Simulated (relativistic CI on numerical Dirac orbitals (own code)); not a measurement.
## Pd3+: 3d photoemission

Computed with this model: Dirac-Coulomb-Breit CI, separate exchange-only KLI orbitals for each configuration, model QED (radiative potential, 1s self-energy scaled to tabulated hydrogen-like ionisation energies), valence Slater integrals scaled by 0.8, multiplet model of photoemission in the sudden approximation; configurations [Kr] 4d7 → [Ar] 3d9 4s2 4p6 4d7; 300 K; Lorentzian 0.3 eV and Gaussian 0.5 eV FWHM. Energies are those of the free ion, without screening or charge transfer. The energies are binding energies and can lie tens of eV above those of solids. S is read from ⟨S²⟩ = S(S + 1).

Field parameters in Wybourne normalisation: Oh B⁴₀ = 21Dq, B⁴₄ = √(5/14) B⁴₀. The field is a parameter set, without covalency.

Computed curve for Oh, 10Dq = 16500 cm⁻¹, scaled to 100 at the maximum (points under 2 are left out and the grid is thinned):

```csv
Energy (eV),Intensity
383.8,2.0
384.1,2.9
384.5,5.8
384.8,14.0
385.2,54.1
385.5,92.3
385.8,96.4
386.2,55.7
386.5,34.6
386.8,23.0
387.2,15.4
387.5,12.1
387.9,10.2
388.2,10.3
388.5,10.2
388.9,11.4
389.2,15.8
389.6,18.1
389.9,15.2
390.2,13.6
390.6,15.7
390.9,15.0
391.2,15.4
391.6,22.3
391.9,24.4
392.3,20.4
392.6,20.2
392.9,22.3
393.3,16.2
393.6,11.5
394.0,12.5
394.3,14.2
394.6,14.1
395.0,11.6
395.3,9.0
395.6,7.3
396.0,4.9
396.3,3.8
396.7,3.0
397.0,2.1
```

The ground state has S = 0.94, and the centroid lies at 388.79 eV.
